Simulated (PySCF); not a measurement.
# C₆ coefficients of unlike pairs at UHF

Calculated with PySCF 2.14 from the dipole response of each species, C₆(A,B) = (3/π) ∫ α_A(iu) α_B(iu) du, in atomic units, from isotropic polarisabilities. For ions this is the dispersion term alone; charge-induced terms of lower order in 1/R come first.

```tsv
species	configuration	basis	relativity	α (bohr³)	C₆ (like pair)
Ti	[Ar] 3d2 4s2 (3F)	def2-QZVPPD (11s6p5d3f2g)	none	161.9	1781
Ar	[Ar] (1S)	aug-cc-pV(Q+d)Z with one added diffuse shell each of s, p, d, f, g type (8s7p6d4f3g)	none	10.76	62.02
Cd²⁺	[Kr] 4d10 (1S)	def2-QZVPPD with the def2 core potential (28 electrons) (7s5p4d4f2g)	core potential	4.877	24.11
Hg	[Xe] 4f14 5d10 6s2 (1S)	aug-cc-pwCVDZ-PP with ECP60MDF (6s6p5d3f)	core potential	44.67	430.0
```

Task: Estimate C₆ for Cd²⁺ with Ti.

Result: The integral gives 123.5. The combination rule 2 C_A C_B / (C_A α_B/α_A + C_B α_A/α_B) gives 100.6 and the geometric mean 207.2.

No spin-orbit coupling is included.

The other pairs:

```json
{"pair": "Hg, Cd²⁺", "C₆": "85.57"}
{"pair": "Cd²⁺, Ar", "C₆": "36.68"}
{"pair": "Hg, Ar", "C₆": "154.0"}
{"pair": "Ar, Ti", "C₆": "246.2"}
{"pair": "Hg, Ti", "C₆": "798.0"}
```
